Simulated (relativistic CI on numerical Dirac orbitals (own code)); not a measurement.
# Hyperfine structure of Re66+, mass number 185

Computed by Dirac-Coulomb-Breit CI, separate exchange-only KLI orbitals for each configuration, QED by a radiative potential, unscaled Slater integrals (own radial code, finite nucleus).

Configuration list (outside the closed core 1s2): 2s2 2p5, 2s 2p6, 2p6 3s, 2s2 2p4 3s, 2p6 3p, 2p6 3d, 2s2 2p4 3p, 2s2 2p4 3d, 2s 2p5 3s, 2s 2p5 3p, 2s 2p5 3d, 2s2 2p4 4s, 2s2 2p4 4p, 2s2 2p4 4d, 2s2 2p4 4f, 2s2 2p3 3s2. Levels of other configurations are missing.

Nuclear spin I = 5/2, μ = 3.176 μN, Q = 2.07 b (tables of Stone and Pyykkö). The electronic factors are computed for point nuclear moments, without core polarisation or the Bohr-Weisskopf and QED corrections.

```
             Level   E (eV)  A (GHz)  B (GHz)
   2s2 2p5 2P°_3/2     0.00     1091    -3490
   2s2 2p5 2P°_1/2  1479.08    10010         
     2s 2p6 2S_1/2  1968.85    31210         
 2s2 2p4 3s 4P_5/2  8688.12     2611      201
 2s2 2p4 3s 2P_3/2  8699.40   -433.9     77.6
 2s2 2p4 3s 2S_1/2  8754.63     8700         
2s2 2p4 3p 2P°_1/2  8890.62     2868         
2s2 2p4 3p 4D°_7/2  9243.07    754.6     1220
```

Levels with J = 0, under 50 % of one LS term, or S terms without an open s electron are left out. Small factors come from cancelling terms and can be off by tens of per cent or more.

At this charge energies of transitions that change n are usually good to better than 1 %, and those within a shell (Δn = 0) to a few per cent.

(1) Give the hyperfine levels of 2s2 2p5 2P°_1/2 relative to its centre of gravity.

Results:

(1) With K = F(F + 1) − I(I + 1) − J(J + 1), E = AK/2: F = 2: -17520, F = 3: 12510 GHz.

LS names give the leading component of a level, which can be under half, so a name can repeat, a term be missing and a line seem to break the LS rules.
